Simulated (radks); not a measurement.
Values are calculated unless marked as measured or tabulated.
Q: The mean radii <r> (bohr) of the occupied orbitals of an atom or ion are listed with their occupations. Code: a radial shooting solver on a logarithmic mesh with Libxc functionals. Model: non-relativistic Kohn-Sham, PBE, spin-unpolarised, spherical densities, point nucleus.

orbital  occ.      <r>
1s          2  0.03042
2s          2   0.1314
2p          6   0.1121
3s          2   0.3525
3p          6   0.3435
3d         10   0.3146
4s          2   0.8438
4p          6   0.8902
4d          9    1.046
5s          1    2.124
5p          1    2.415

Name the element and its charge.

A: Z = 50, tin, charge +3: Sn3+ in [Kr] 4d9 5s1 5p1. The 1s radius gives Z: for a bare nucleus <r> = 1.5/Z, 0.03 bohr for Z = 50, and screening makes it slightly larger (0.03042 here). The occupations add up to 47, and the charge is Z minus that.
